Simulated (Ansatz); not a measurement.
Geometry optimisation, RKS B3LYP-D4/def2-SVP (Ansatz 0.2.0).

input.yaml

```yaml
crystal:
  periodic: [false, false, false]
  atoms:
    - { symbol: Li, position_ang: [-1.2731, 2.4404, 0.09706] }
    - { symbol: "N", position_ang: [-0.21811, 1.26626, -0.60065] }
    - { symbol: C, position_ang: [-0.3197, 0.19003, 0.26681] }
    - { symbol: Si, position_ang: [0.68624, -1.26963, 0.27395] }
    - { symbol: H, position_ang: [0.39459, 1.00308, -1.36356] }
    - { symbol: H, position_ang: [-0.95126, 0.39327, 1.14373] }
    - { symbol: H, position_ang: [1.39908, -1.64363, -0.93702] }
    - { symbol: H, position_ang: [0.28226, -2.37978, 1.11969] }
basis:
  gaussian: { orbitals: def2-SVP }
hamiltonian:
  xc: b3lyp
  dispersion: d4
relax:
  f_tol: 0.02
  max_steps: 50
```

Launched with:

```bash
$ ansatz run input.yaml --threads 1 --pin off --max-ram 2048MiB --backend cpu --events-out ev --progress --plain --runs-dir out
```

Question: Where does it end, and by what steps?

Answer: It converged. After 17 steps the energy has fallen by 0.351 eV; Li1 moved furthest, 0.38 Å. Joined: Li1–H6.

```csv
step,energy less start (eV),largest force component (eV/Å),accepted
0,0.0000,1.145,yes
1,-0.1236,1.117,yes
2,-0.2308,1.526,yes
3,-0.2944,0.731,yes
4,-0.3257,0.212,yes
5,-0.3298,0.111,yes
6,-0.3315,0.057,yes
7,-0.3350,0.152,yes
8,-0.3386,0.239,yes
9,-0.3416,0.311,yes
10,-0.3452,0.183,yes
11,-0.3488,0.081,yes
12,-0.3501,0.048,yes
13,-0.3510,0.032,yes
14,-0.3505,0.047,no
15,-0.3511,0.037,yes
16,-0.3511,0.030,yes
17,-0.3512,0.003,yes
```

```xyz
8
Properties=species:S:1:pos:R:3
Li -1.316 2.145 0.328
N -0.225 1.222 -0.697
C -0.189 0.230 0.178
Si 0.972 -1.190 0.505
H 0.401 1.070 -1.488
H -0.896 0.388 1.051
H 1.276 -1.660 -0.905
H -0.023 -2.204 1.028
```

Run time: 50 s on 1 thread of Arm Neoverse V2 (shared host), peak memory 0.15 GiB.
